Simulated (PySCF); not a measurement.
C2H6BFO2, SMILES COB(O)CF. Heavy atoms are numbered as in [CH3:1][O:2][B:3]([OH:4])[CH2:5][F:6]. Hydrogens are named by the atom that carries them.

The structure is a stationary point at PBE-D3(BJ)/def2-SVP. This is a generated structure with no PubChem entry under its InChIKey; it may be hypothetical. The values are those of a single conformer.

All values below come from PBE/pcSseg-1 (PySCF).

GIAO shieldings, no solvent; atoms alike by connectivity are averaged. δ = σ(ref) − σ: ¹³C against TMS (σ = 182.0 ppm); ¹⁷O against H2O (σ = 334.3 ppm); ¹¹B against BF3 (σ = 83.9 ppm); ¹⁹F against CFCl3 (σ = 133.6 ppm); ¹H against TMS (σ = 31.49 ppm), references at their B3LYP-D3(BJ)/def2-TZVP geometries, non-relativistic.

```tsv
atoms	nucleus	count	δ (ppm)
C5 (CH2)	¹³C	1	___
C1 (CH3)	¹³C	1	___
O4 (OH)	¹⁷O	1	___
O2	¹⁷O	1	107.7
B3	¹¹B	1	___
F6	¹⁹F	1	-314.6
H on O4	¹H	1	6.08
H on C5	¹H	2	4.92
H on C1	¹H	3	4.49
```

### Question
Fill in the missing entries. (Estimate from the structure and the level; the computed values follow.)

### Answer

- C5 (CH2), δ (ppm): 83.3
- C1 (CH3), δ (ppm): 57.7
- B3, δ (ppm): 17.9
- O4 (OH), δ (ppm): 140.2
